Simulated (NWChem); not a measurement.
Molecule: C$_{3}$H$_{7}$NSi; SMILES C(N)C#C[SiH3]

```xyz
12

N      0.6293     2.8582     0.0000
C     -0.5810     2.0586     0.0001
C     -0.3866     0.6042    -0.0001
C     -0.1749    -0.5979    -0.0002
Si     0.1283    -2.4004     0.0001
H      1.1966     2.6273    -0.8136
H      1.1973     2.6264     0.8129
H     -1.1925     2.3327     0.8770
H     -1.1927     2.3328    -0.8766
H     -0.4219    -3.0126     1.2458
H     -0.5296    -3.0310    -1.1826
H      1.5965    -2.6669    -0.0630
```
Atoms are numbered in this order, from 1.

Results from NWChem. The geometry was optimised at PBE0/def2-SVP. Not confirmed as a minimum by frequencies. Level B3LYP/def2-SVP: energy and gradient on several grids; changes count from the extra-fine grid, which is no exact limit either.

```
grid     size of the energy change (μHa)  largest change of a gradient component (μHa/bohr)  time, medium = 1 (rough)
-------  -------------------------------  -------------------------------------------------  ------------------------
xcoarse                             1000                                               3000                   about 1
coarse                              < 10                                                300                   about 1
medium                                10                                                 60                   about 1
fine                                < 10                                               < 30                   about 1
xfine                               < 10                                               < 30                         2
```
